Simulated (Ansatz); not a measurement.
`O[SiH](Cl)[GeH3]` + H₂ → `Cl[SiH2][GeH3]` + H₂O  (hydrogenolysis of the Si–O bond)

Calculated with Ansatz (gas phase, PBE0-D4/def2-TZVP geometries, no zero-point term in ΔE). CCSD(T)/CBS adds triple-zeta CCSD(T) − MP2 to the extrapolated MP2 energy (def2 sets, frozen cores). This one scheme is used for every species. For Ge outer-core shells are correlated without core-valence functions, which leaves a few kJ/mol of doubt a bond. Scalar relativity is left out up to krypton. One conformer a species, not always the lowest.

`O[SiH](Cl)[GeH3]`:

```xyz
9

O     2.001   -0.403    0.412
Si    0.687    0.572    0.493
Cl    0.959    2.254   -0.673
Ge   -1.298   -0.486   -0.286
H     2.238   -0.777   -0.439
H     0.619    1.014    1.903
H    -1.649   -1.702    0.588
H    -1.083   -0.971   -1.731
H    -2.476    0.499   -0.267
```

H₂:

Z-matrix (Å, degrees):
```
H
H 1 0.746
```

`Cl[SiH2][GeH3]`:

Cartesian coordinates in Å:
```
Cl -0.847 0.517 2.430
Si -0.900 -0.436 0.602
Ge 0.892 0.360 -0.742
H -0.788 -1.895 0.849
H -2.217 -0.150 -0.020
H 0.752 1.874 -0.959
H 0.874 -0.343 -2.110
H 2.233 0.073 -0.052
```

H₂O:

```xyz
3

O    -0.255    0.245   -0.162
H    -0.002   -0.626   -0.476
H     0.257    0.380    0.638
```

```csv
level,ΔE (eV)
MP2/def2-QZVPP,0.86
HF/CBS(def2),0.71
```

(1) What does CCSD(T)/CBS give? (Estimate.)

Largest T1 diagnostic among the species: 0.012.

## Answers

(1) Ansatz gave: +0.79 eV. The listed levels differ from it by 0.07, -0.08 eV.

In def2-TZVPP, CCSD(T) changes the Hartree–Fock value by +0.08 eV (the triples alone add +0.03 eV) and MP2 by +0.15 eV. The D4 term adds +0.06 eV with B3LYP and +0.03 eV with PBE0; it sums over pairs of atoms, weighted by their polarisabilities, and B3LYP, whose exchange is more repulsive, gets the larger term.

B3LYP here is the variant with VWN-RPA as its local correlation; programs differ in this.
